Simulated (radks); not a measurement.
Problem. Spherical quantum dot in the effective-mass picture: electrons in a parabolic well V = omega^2 r^2 / 2 with omega = 0.128, with a point charge +1 (a donor) at the centre, all in effective atomic units (hartree* = m*/eps^2 hartree, bohr* = eps/m* bohr), one dielectric constant everywhere. Method: non-relativistic Kohn-Sham, LDA (Slater exchange, Perdew-Wang correlation), spin-polarised, spherical densities; computed with a radial shooting solver with Libxc functionals. Levels are named by radial order and angular momentum (1s, 1p, 1d, 2s, ...), and open shells are averaged over m. Results are scaled to m* = 0.031 and eps = 14.2, for which hartree* = 4.183 meV and bohr* = 24.24 nm. At N = 34 the configuration is 1s2 1p6 1d10 2s2 1f14. Does electron 35 go into 1g up or 2p up?

Solution. Into 2p up. The total energies of the other choices lie higher by 0.0957 meV (1g up).
